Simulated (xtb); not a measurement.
carbon monosulfide (CS), singlet, from a rough starting geometry.

xtb was given this input:
```
$ xtb mol.xyz --gfn 2 --opt vtight --json

# file mol.xyz
2

C     -0.01630993     0.01855661    -0.82653954
S     -0.02866062     0.00679666     0.80152489
```

Problem. Estimate the HOMO-LUMO gap that GFN2-xTB run with xtb 6.7.1 returns for this input.

Solution. 3.40 eV

Problem. Give the dipole moment at the level GFN2-xTB.

Solution. 1.50 D

Problem. Estimate the total energy at the end of the optimisation that GFN2-xTB returns for this input.

Solution. -5.2680 Eh
